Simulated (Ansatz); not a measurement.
# Nudged elastic band run: C$_{3}$H$_{8}$OSi$_{2}$

The input (input.yaml):

```yaml
crystal:
  periodic: [false, false, false]
  atoms:
    - { symbol: Si, position_ang: [-1.218917, -0.733647, 1.762277] }
    - { symbol: C, position_ang: [-0.093584, -0.263645, 0.377868] }
    - { symbol: C, position_ang: [1.12229, -0.811165, 0.166408] }
    - { symbol: O, position_ang: [1.951399, -0.429278, -0.889513] }
    - { symbol: Si, position_ang: [1.059879, 0.810662, -1.735877] }
    - { symbol: C, position_ang: [-0.466675, 0.812179, -0.653478] }
    - { symbol: H, position_ang: [-0.609783, -1.765323, 2.566597] }
    - { symbol: H, position_ang: [-1.497612, 0.411764, 2.599089] }
    - { symbol: H, position_ang: [-2.480039, -1.219589, 1.250075] }
    - { symbol: H, position_ang: [1.567463, -1.598192, 0.794218] }
    - { symbol: H, position_ang: [1.83116, 2.034767, -1.72425] }
    - { symbol: H, position_ang: [0.853838, 0.390404, -3.104838] }
    - { symbol: H, position_ang: [-1.380804, 0.546588, -1.20326] }
    - { symbol: H, position_ang: [-0.651715, 1.785075, -0.176416] }
basis:
  gaussian: { orbitals: STO-3G }
hamiltonian:
  xc: pbe0
  dispersion: d4
neb:
  order_check: false
  images: 7
  f_tol: 0.05
  max_iterations: 10
  initial_path: idpp
  final_atoms:
    - { symbol: Si, position_ang: [-1.22046239, -0.73731118, 1.76014046] }
    - { symbol: C, position_ang: [-0.11744946, -0.28666573, 0.35159062] }
    - { symbol: C, position_ang: [0.94468012, -1.02148351, -0.04211192] }
    - { symbol: O, position_ang: [1.76164964, -0.65812244, -1.11430931] }
    - { symbol: Si, position_ang: [1.07960135, 0.83336811, -1.71321903] }
    - { symbol: C, position_ang: [-0.33195869, 0.97851379, -0.49261699] }
    - { symbol: H, position_ang: [-1.21155207, 0.29957721, 2.76682153] }
    - { symbol: H, position_ang: [-2.58352682, -0.89757113, 1.30733959] }
    - { symbol: H, position_ang: [-0.77527572, -1.97390569, 2.35599337] }
    - { symbol: H, position_ang: [1.2620424, -1.96079323, 0.43673482] }
    - { symbol: H, position_ang: [2.0817598, 1.87403016, -1.63449834] }
    - { symbol: H, position_ang: [0.69080772, 0.65080696, -3.09495525] }
    - { symbol: H, position_ang: [-1.31830677, 0.98054136, -0.97800976] }
    - { symbol: H, position_ang: [-0.27510911, 1.88961533, 0.1200002] }
```

Run as:

```bash
$ ansatz run input.yaml --threads 1 --pin off --max-ram 2048MiB --backend cpu --events-out ev --progress --plain --runs-dir out
```

Output, in part (warnings, iteration lines, the closing report on the highest movable image, with atoms numbered from 0):

```
NEB end point (image 0): max|allowed force component| = 1.353e-2 eV/Å (the criterion of neb.relax_end_points is 1.000e-2)
NEB end point (image 8): max|allowed force component| = 2.371e-3 eV/Å (the criterion of neb.relax_end_points is 1.000e-2)
NEB iter   1: max|band force component| = 8.481e-1 eV/Å  barrier→ = 0.1045 eV  barrier← = 0.1046 eV  Δτ_max = 0.1575 Å  (211 SCF iters)
NEB iter   2: max|band force component| = 1.512e-1 eV/Å  barrier→ = 0.0453 eV  barrier← = 0.0454 eV  CI = image 4  Δτ_max = 0.0300 Å  (196 SCF iters)
NEB iter   3: max|band force component| = 4.525e-2 eV/Å  barrier→ = 0.0384 eV  barrier← = 0.0385 eV  CI = image 4  Δτ_max = 0.0000 Å  (368 SCF iters)
Total energy: -20783.50788841 eV, -763.7798273314 hartree
Atom 0 at    -1.236962    -0.753704     1.746178 Å, force    -0.039748     0.013049     0.031760 eV/Å
Atom 1 at    -0.139854    -0.292887     0.330578 Å, force     0.020009    -0.001635    -0.018733 eV/Å
Atom 2 at     0.832772    -1.097156    -0.151149 Å, force    -0.025154    -0.008382     0.023461 eV/Å
Atom 3 at     1.654077    -0.738978    -1.221064 Å, force     0.000851     0.026809    -0.016225 eV/Å
Atom 4 at     1.113460     0.855728    -1.685483 Å, force     0.016982    -0.020444    -0.002863 eV/Å
Atom 5 at    -0.247555     1.046979    -0.415058 Å, force    -0.006456    -0.028519     0.025006 eV/Å
Atom 6 at    -0.466461    -1.003772     2.943536 Å, force     0.002305     0.000061    -0.011320 eV/Å
Atom 7 at    -2.165135     0.318510     2.015975 Å, force     0.018739    -0.003657    -0.016278 eV/Å
Atom 8 at    -1.993487    -1.949876     1.451671 Å, force     0.009352     0.004421    -0.003522 eV/Å
Atom 9 at     1.065623    -2.097147     0.247922 Å, force     0.006801     0.012676    -0.011443 eV/Å
Atom 10 at     2.218771     1.780799    -1.558826 Å, force    -0.001972     0.002936     0.000778 eV/Å
Atom 11 at     0.678312     0.820220    -3.064936 Å, force    -0.002582     0.001962     0.000392 eV/Å
Atom 12 at    -1.239892     1.180953    -0.868737 Å, force     0.001155     0.000783     0.000276 eV/Å
Atom 13 at    -0.086768     1.900933     0.258292 Å, force    -0.000281    -0.000058    -0.001289 eV/Å
Dipole moment:    -0.059739     0.244582    -0.095095 e Å
```

The run converged. Another band between the same ends (7 images) ends at a top of the same energy, where a vibrational analysis finds 1 clearly imaginary mode. Limits of this set-up: minimal basis.

Final band (atoms are numbered from 1 in the order of the input):

| image | path coordinate (Å) | energy (eV) | dihedral H9–Si1–C2–C3 (°) |
| --- | --- | --- | --- |
| 0 | 0.00 | 0.000 | -121 |
| 1 | 0.55 | 0.005 | -105 |
| 2 | 1.09 | 0.019 | -90 |
| 3 | 1.64 | 0.033 | -75 |
| 4 | 2.19 | 0.038 | -60 |
| 5 | 2.73 | 0.033 | -45 |
| 6 | 3.28 | 0.019 | -31 |
| 7 | 3.82 | 0.006 | -15 |
| 8 | 4.37 | 0.000 | 0 |

The run took 2.8 min on 1 thread of Arm Neoverse N1, on a shared host, peak memory 0.13 GiB.
